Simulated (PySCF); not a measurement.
# Electron correlation in Cr (chromium, neutral)

[Ar] 3d5 4p1, high-spin 7P determinant (an excited configuration). All numbers are calculated (PySCF 2.14, the non-relativistic Hamiltonian (point nucleus), in def2-TZVPPD). Frozen: [Ne]; 14 electrons correlated.

```csv
level,correlation energy (mhartree)
CCSD,-398.27
(T),-9.26
CCSD(T),-407.53
```

Diagnostics: T1 = 0.079, D1 = 0.4041, largest double amplitude 0.070.

T1 exceeds 0.03, a sign that the reference determinant is poor.

Cost of the coupled-cluster step: about 17 core-seconds, for 14 correlated electrons.

This basis was not built for core-valence correlation, so the inner-shell part is incomplete.
